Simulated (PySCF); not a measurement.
From computed data to an observable: oscillator strength and radiative lifetime

Ge(H)2(OH)(NH2) (GeH₅NO), SMILES [OH][GeH2][NH2].

Coordinates come from a B3LYP-D3(BJ)/def2-SVP optimisation. Other conformers were not sampled.

TDA-M06-2X/def2-SVPD (PySCF) puts the first singlet state with f over 0.02 at 6.94 eV (vertical), with the transition dipole (0.329, -0.419, 0.000) in atomic units.

Question: Find the oscillator strength, the wavelength and the radiative lifetime that this transition would have in vacuum if emission retraced absorption.

Answer: 
|μ|² = 0.2838 au, so |μ| = 1.35 D. ΔE = 6.94/27.211 = 0.2550 hartree. f = (2/3) ΔE |μ|² = 0.048 (the program prints 0.048).
λ = 1239.84/6.94 = 179 nm; ν = 55975 cm⁻¹.
Einstein's coefficient A = 0.6670 ν² f s⁻¹ (ν in cm⁻¹) = 1.0e8 s⁻¹, so τ = 1/A = 9.9 ns. This state is S1. The figure is the radiative limit of this one transition; relaxation, internal conversion, crossing to triplets and a medium change what is measured.
